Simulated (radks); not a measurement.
The silicon ion Si2+ inside a hard spherical wall (all orbitals vanish at R), configuration held at [Ne] 3s2 and not refilled when levels cross. Calculated with a radial shooting solver on a logarithmic mesh with Libxc functionals: non-relativistic Kohn-Sham, PBEsol, spin-polarised, spherical densities, point nucleus. Eigenvalues in eV for spin up, with the zero of energy where the potential of the charges vanishes at infinity; a dash marks a level that is unbound or too diffuse for the functional's potential to be trusted. A positive occupied level is held by the wall or, in an anion where self-interaction has pushed it up, behind a barrier. The pressure on the wall is -dE/dV.

[
 {"R (bohr)": "free", "E (hartree)": "-287.79639", "kinetic (hartree)": "287.345", "e(1s)": "-1799.5", "e(2s)": "-159.76", "e(2p)": "-116.79", "e(3s)": "-28.431", "e(3p, empty)": "-20.486", "e(3d, empty)": "-10.651", "pressure (GPa)": "0"},
 {"R (bohr)": "12", "E (hartree)": "-287.79639", "kinetic (hartree)": "287.345", "e(1s)": "-1799.5", "e(2s)": "-159.76", "e(2p)": "-116.79", "e(3s)": "-28.431", "e(3p, empty)": "-20.486", "e(3d, empty)": "-10.651", "pressure (GPa)": "< 0.0001"},
 {"R (bohr)": "10", "E (hartree)": "-287.79639", "kinetic (hartree)": "287.345", "e(1s)": "-1799.5", "e(2s)": "-159.76", "e(2p)": "-116.79", "e(3s)": "-28.431", "e(3p, empty)": "-20.486", "e(3d, empty)": "-10.648", "pressure (GPa)": "< 0.0001"},
 {"R (bohr)": "8", "E (hartree)": "-287.79639", "kinetic (hartree)": "287.346", "e(1s)": "-1799.5", "e(2s)": "-159.76", "e(2p)": "-116.79", "e(3s)": "-28.430", "e(3p, empty)": "-20.485", "e(3d, empty)": "-10.608", "pressure (GPa)": "0.000437"},
 {"R (bohr)": "6", "E (hartree)": "-287.79577", "kinetic (hartree)": "287.353", "e(1s)": "-1799.5", "e(2s)": "-159.73", "e(2p)": "-116.76", "e(3s)": "-28.403", "e(3p, empty)": "-20.422", "e(3d, empty)": "-10.201", "pressure (GPa)": "0.0950"},
 {"R (bohr)": "3", "E (hartree)": "-287.42889", "kinetic (hartree)": "289.120", "e(1s)": "-1793.8", "e(2s)": "-154.87", "e(2p)": "-111.87", "e(3s)": "-21.228", "e(3p, empty)": "-10.856", "e(3d, empty)": "2.847", "pressure (GPa)": "187"},
 {"R (bohr)": "2.5", "E (hartree)": "-286.81403", "kinetic (hartree)": "291.249", "e(1s)": "-1788.7", "e(2s)": "-150.85", "e(2p)": "-107.79", "e(3s)": "-11.138", "e(3p, empty)": "0.711", "e(3d, empty)": "14.181", "pressure (GPa)": "735"},
 {"R (bohr)": "2", "E (hartree)": "-285.02808", "kinetic (hartree)": "296.608", "e(1s)": "-1778.3", "e(2s)": "-143.40", "e(2p)": "-100.08", "e(3s)": "15.867", "e(3p, empty)": "28.940", "e(3d, empty)": "37.531", "pressure (GPa)": "3530"},
 {"R (bohr)": "1.5", "E (hartree)": "-278.73445", "kinetic (hartree)": "313.850", "e(1s)": "-1749.8", "e(2s)": "-125.17", "e(2p)": "-80.512", "e(3s)": "101.16", "e(3p, empty)": "109.62", "e(3d, empty)": "94.139", "pressure (GPa)": "24700"}
]
